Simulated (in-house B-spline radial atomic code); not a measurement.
A run on Sr (an excited or competing configuration) that did not converge. Method: scalar-relativistic (X2C) B97-1, spin-polarised, spherical fractional occupations, exact exchange averaged over the configuration, Fermi nucleus of rms radius 4.224 fm; computed with a B-spline radial code for spherical atoms.

Command:
```bash
python run_scf.py task.json out
```
Settings (nuclear radius in fm, mass in u):
```
Z                38
configuration    [Ar] 3d10 4s2 4p5 5s2 6d1
hamiltonian      x2c
method           b97_1
spin_polarised   True
nucleus          fermi
rms_radius       4.224
atomic_mass      87.90561
speed_of_light   137.035999084
exact_exchange   averaged over the configuration
```

First and last ten iterations of the last attempt (damped for 15 steps, keeping 80 % of the old Fock matrix, then DIIS):
```
 iter        energy (Eh)    residual
    1       -3177.184188    4.14e-01
    2       -3177.815034    1.28e-01
    3       -3177.999876    8.08e-02
    4       -3178.078715    5.06e-02
    5       -3178.111850    3.17e-02
    6       -3178.125615    1.98e-02
    7       -3178.131373    1.29e-02
    8       -3178.133915    9.13e-03
    9       -3178.135188    6.54e-03
   10       -3178.135940    4.76e-03
  111       -3178.137832    8.21e-05
  112       -3178.137795    1.92e-04
  113       -3178.137821    1.31e-04
  114       -3178.137821    1.34e-04
  115       -3178.137817    1.62e-04
  116       -3178.137813    1.39e-04
  117       -3178.137824    1.01e-04
  118       -3178.137829    9.65e-05
  119       -3178.137828    9.67e-05
  120       -3178.137832    9.53e-05
 not converged after 120 iterations
```

The smallest residual met was 8.2e-05; the threshold is about 4e-07. No energy from this run should be used. Cost of the run: 6 s on 1 thread of Intel(R) Xeon(R) Platinum 8488C, on a shared host.
